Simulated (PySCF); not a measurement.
States of one metal complex from SC-NEVPT2 in the d shell, PySCF, above the ground state:

| 2S+1 | degeneracy | energy / cm⁻¹ | f (electric dipole) |
| --- | --- | --- | --- |
| 3 | 2 | 0 | – |
| 3 | 1 | 643 | 0 |
| 1 | 1 | 7423 | – |
| 1 | 2 | 7676 | – |
| 1 | 2 | 8362 | – |
| 1 | 1 | 18495 | – |
| 3 | 2 | 41147 | 0 |
| 3 | 1 | 41467 | 0 |
| 3 | 2 | 46803 | 0 |
| 3 | 1 | 47076 | 0 |
| 1 | 2 | 48796 | – |
| 1 | 1 | 49211 | – |

**Question.** Which of these complexes, all computed at model or optimised geometries, gave the data?
A. [Nb(NH3)6]3+ (d2, octahedral)
B. [Ni(H2O)3]2+ (d8, trigonal planar)
C. [NbI4]- (d2, tetrahedral)
D. [NiF5]3- (d8, square pyramidal)

**Answer.** A. [Nb(NH3)6]3+ (d2, octahedral) has 3Eg (from 3T1g), then 3Ag (from 3T1g) at 643, 1Ag (from 1T2g) at 7423 cm⁻¹ (NEVPT2). The others: [NbI4]- (d2, tetrahedral) has 3A2, then 1E at 7266, 3T2 at 7357 cm⁻¹ (NEVPT2); [Ni(H2O)3]2+ (d8, trigonal planar) has 3A1'', then 3A2'' at 85, 3E' at 561 cm⁻¹ (NEVPT2); [NiF5]3- (d8, square pyramidal) has 3B1, then 3E at 3922, 3B2 at 8259 cm⁻¹ (NEVPT2).

The d shell alone is too small an active space for [Nb(NH3)6]3+ (an active orbital has only 0.61 squared overlap with the free ion's shell): its levels, fitted parameters, g values and moments show what this model gives and aren't sound predictions.

On [Nb(NH3)6]3+: The geometry is a model, and the complex may not exist in this form. The ground state is orbitally degenerate in this regular structure, which would distort (Jahn–Teller). NEVPT2 on the d shell alone tends to put d–d bands too high for such charged or covalently bound ions.
